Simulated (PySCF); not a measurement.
SMILES F[Si](F)(F)[O][Al]([OH])[OH] (H2AlF3O3Si), singlet (PBE0/def2-SVP optimised geometry):

```
10

Si    -1.045    -1.783    -0.020
F     -0.059    -2.763     0.765
F     -2.482    -1.911     0.665
F     -1.181    -2.332    -1.514
O     -0.533    -0.271    -0.001
Al     0.250     1.241     0.000
O      1.935     1.241     0.000
O     -0.636     2.676     0.000
H      2.482     2.028     0.003
H     -1.589     2.763     0.003
```

Level of theory: PBE0/def2-TZVP run with PySCF 2.14.0.

Task: What are the frontier orbital energies and the dipole moment?

Result: HOMO-2 -10.05 eV, HOMO-1 -9.92 eV, HOMO -9.52 eV, LUMO -0.99 eV, LUMO+1 0.44 eV; dipole moment 3.15 D.

On the same geometry PBE/def2-TZVP run with PySCF 2.14.0 gives HOMO-2 -8.28 eV, HOMO-1 -8.18 eV, HOMO -7.80 eV, LUMO -1.86 eV, LUMO+1 -0.36 eV; dipole moment 3.10 D.

Meta-Löwdin charges at PBE0/def2-TZVP: Si1 1.82, F2 -0.49, F3 -0.49, F4 -0.49, O5 -0.86, Al6 1.36, O7 -0.78, O8 -0.79, H9 0.36, H10 0.36.
